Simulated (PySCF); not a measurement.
**Shifts of the heteroatoms**

Cartesian coordinates in Å; atom numbers follow the order of the lines, from 1:
```xyz
23

C    -1.8000    1.3448    0.3327
C    -1.9526    0.0725   -0.4988
C    -3.4067   -0.3912   -0.4904
Si   -0.7808   -1.3075    0.1228
C     0.9897   -0.6737   -0.0140
C     1.7306   -0.2370    1.0022
Si    3.4901    0.4422    0.8759
P     4.3057    0.4462   -1.2134
H    -0.7724    1.7033    0.3100
H    -2.0721    1.1582    1.3700
H    -2.4466    2.1347   -0.0494
H    -1.6878    0.3183   -1.5338
H    -4.0638    0.3920   -0.8670
H    -3.7231   -0.6385    0.5209
H    -3.5371   -1.2734   -1.1130
H    -1.0812   -1.6197    1.5250
H    -0.9385   -2.5067   -0.7108
H     1.4261   -0.6453   -1.0092
H     1.2999   -0.2682    1.9966
H     3.5192    1.8338    1.3440
H     4.3956   -0.3795    1.6873
H     3.9308   -0.8515   -1.5049
H     3.1702    0.9729   -1.7997
```

PySCF 2.14.0 with density-fitted response routines calculation with GFN2-xTB structure and GIAO PBE0/pcSseg-1 shieldings; non-relativistic, single conformer, in vacuum, fast rotation and ring inversion assumed for equivalent nuclei.

Question: What are the 31P shifts?

Answer: 
```json
{"atoms": "P8", "environment": "phosphorus bonded to Si, 2 H", "σ (ppm)": "638.0", "δ (ppm)": "-258.5"}
```

Shieldings were converted by a linear fit to measured shifts: 31P: δ = 270.09 − 0.828σ (rms 18.1 ppm, 64 shifts vs H3PO4, solution or neat liquid). A few per cent of atoms miss by over 2 rms, more outside the fitted compound classes.

On a 300 MHz spectrometer 31P resonates near 121.4 MHz, so 1 ppm is 121.4 Hz.

Question: What are the 29Si shifts?

Answer: 
| atoms | environment | σ (ppm) | δ (ppm) |
| --- | --- | --- | --- |
| Si4 | silicon bonded to 2 C, 2 H | 378.2 | -30.9 |
| Si7 | silicon bonded to C, P, 2 H | 404.1 | -52.2 |

Shieldings were converted by a linear fit to measured shifts: 29Si: δ = 279.94 − 0.822σ (rms 8.9 ppm, 72 shifts, 25.8 ppm with the 6 outliers that the fit left out vs TMS, solution or neat liquid). Occasional misses reach two or three times the rms, and more in compound classes unlike the fitted ones.

On a 400 MHz spectrometer 29Si resonates near 79.5 MHz, so 1 ppm is 79.5 Hz.
